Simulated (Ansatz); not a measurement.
Calculated with Ansatz (gas phase, PBE0-D4/def2-TZVP geometries, no zero-point term in ΔE). CCSD(T)/CBS adds triple-zeta CCSD(T) − MP2 to the extrapolated MP2 energy (def2 sets, frozen cores). This one scheme is used for every species. DFT in def2-TZVPP. One conformer a species, not always the lowest.

`FCOC(F)[SiH3]` + `O[Si](O)(F)Cl` → `O[Si](F)(Cl)O[SiH3]` + `FCOCF`  (ligand exchange at the Si–C bond)

`FCOC(F)[SiH3]`:

Cartesian coordinates in Å:
```
F 1.458 -2.106 -0.407
C 0.845 -1.262 -1.301
O 0.570 -0.045 -0.701
C -0.484 -0.063 0.204
F -1.687 -0.142 -0.492
Si -0.440 1.556 1.218
H -0.067 -1.756 -1.648
H 1.540 -1.064 -2.117
H -0.440 -0.963 0.829
H -1.617 1.564 2.122
H -0.492 2.703 0.280
H 0.813 1.578 2.012
```

`O[Si](O)(F)Cl`:

```xyz
7

O     0.067    0.468    1.274
Si   -0.176    0.022   -0.264
O     1.113   -0.800   -0.776
F    -1.493   -0.854   -0.352
Cl   -0.465    1.592   -1.507
H    -0.648    0.887    1.756
H     1.602   -1.315   -0.131
```

`O[Si](F)(Cl)O[SiH3]`:

Cartesian coordinates in Å:
```
O 2.423 -0.716 -0.006
Si 1.198 0.231 0.451
F 1.565 1.755 0.234
Cl 0.918 -0.057 2.432
O -0.138 -0.077 -0.384
Si -1.783 -0.076 -0.429
H 2.601 -0.817 -0.943
H -2.192 -0.845 -1.627
H -2.315 -0.716 0.799
H -2.278 1.318 -0.526
```

`FCOCF`:

```xyz
9

F     1.247    0.477   -1.372
C    -0.095    0.447   -1.072
O    -0.389   -0.654   -0.292
C     0.028   -0.560    1.022
F    -0.782    0.305    1.721
H    -0.336    1.385   -0.563
H    -0.651    0.335   -2.003
H     1.052   -0.182    1.099
H    -0.073   -1.553    1.459
```

CCSD(T)/CBS gives -1.37 eV.

(1) Another level gave -1.38 eV. Which?
A. PBE0-D4/def2-TZVPP
B. PBE/def2-TZVPP
C. CCSD(T)/def2-TZVPP
D. ωB97X-V/def2-TZVPP

Largest T1 diagnostic among the species: 0.012.

## Answers

(1) C. CCSD(T)/def2-TZVPP -1.38, ωB97X-V -1.34, PBE -1.17, PBE0-D4 -1.29 eV.

In def2-TZVPP, CCSD(T) changes the Hartree–Fock value by +0.25 eV (the triples alone add +0.04 eV) and MP2 by +0.21 eV. From PBE to PBE0 (25 % exact exchange), in def2-TZVPP and without D4, ΔE moves by −0.10 eV.
